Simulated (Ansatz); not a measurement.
Relaxation of C$_{2}$H$_{12}$O$_{2}$Si$_{3}$ (19 atoms, charge 0, multiplicity 1), to a largest force component of 0.02 eV/Å in at most 40 steps.

All numbers below come from RKS B3LYP/STO-3G in Ansatz.

```xyz
19
Properties=species:S:1:pos:R:3:forces:R:3
Si 0.000 0.000 0.000 -0.54 -1.03 -0.06
O 0.000 0.000 1.680 2.36 0.43 0.89
C -1.111 -0.344 2.494 -0.33 -0.05 -0.98
H -1.814 -0.978 1.914 -0.53 -0.16 0.56
H -0.758 -0.904 3.386 -0.11 -0.01 0.11
H -1.631 0.581 2.821 -0.39 -0.04 0.30
O 1.584 0.000 -0.559 0.55 2.49 -0.03
C 2.350 -1.163 -0.836 -0.66 -0.59 0.43
H 1.719 -1.905 -1.367 0.52 -0.47 -0.10
H 3.218 -0.893 -1.473 -0.01 0.03 0.04
H 2.714 -1.602 0.116 0.36 -0.48 -0.09
Si -1.046 1.812 -0.739 -0.10 1.21 -0.41
H -2.430 1.478 -1.061 0.35 0.19 0.07
H -1.022 2.844 0.293 -0.14 -0.13 -0.39
H -0.374 2.307 -1.937 -0.34 0.03 0.26
Si -1.046 -1.812 -0.739 -0.71 -1.05 -0.44
H -1.703 -2.485 0.377 0.08 -0.07 -0.50
H -2.045 -1.427 -1.731 0.20 -0.32 0.23
H -0.078 -2.717 -1.351 -0.56 0.01 0.10
```

**Question.** Where does it end, and by what steps?

**Answer.** The run converged. The force dipped under the threshold on the way, but the program's further checks kept it going. Limits of this set-up: minimal basis. After 19 steps the energy has fallen by 0.811 eV; H13 moved furthest, 0.82 Å.

```csv
step,energy less start (eV),largest force component (eV/Å),accepted
0,0.0000,2.486,yes
1,-0.5391,0.957,yes
2,-0.6524,0.546,yes
3,-0.7157,0.491,yes
4,-0.7798,0.333,yes
5,-0.7888,0.550,yes
6,-0.8018,0.072,yes
7,-0.8050,0.025,yes
8,-0.8016,0.304,no
9,-0.8053,0.059,yes
10,-0.8068,0.090,yes
11,-0.8074,0.100,yes
12,-0.8090,0.009,yes
13,-0.8097,0.037,yes
14,-0.8099,0.090,yes
15,-0.8104,0.045,yes
16,-0.8107,0.006,yes
17,-0.8109,0.015,yes
18,-0.8108,0.057,no
19,-0.8111,0.016,yes
```

```xyz
19
Properties=species:S:1:pos:R:3
Si -0.075 -0.137 -0.171
O 0.285 -0.378 1.513
C -0.908 -0.327 2.350
H -1.663 -1.110 2.106
H -0.588 -0.493 3.398
H -1.433 0.657 2.316
O 1.498 0.052 -0.865
C 2.372 -1.080 -0.551
H 2.021 -2.042 -0.989
H 3.367 -0.859 -0.986
H 2.507 -1.239 0.542
Si -1.115 1.851 -0.594
H -2.527 1.767 -0.296
H -0.561 2.931 0.191
H -0.986 2.196 -1.992
Si -1.213 -1.942 -1.022
H -1.985 -2.618 -0.003
H -2.138 -1.514 -2.047
H -0.330 -2.920 -1.614
```

Run time: 2.2 min on 1 thread of Arm Neoverse V1 (shared host), peak memory 0.17 GiB.
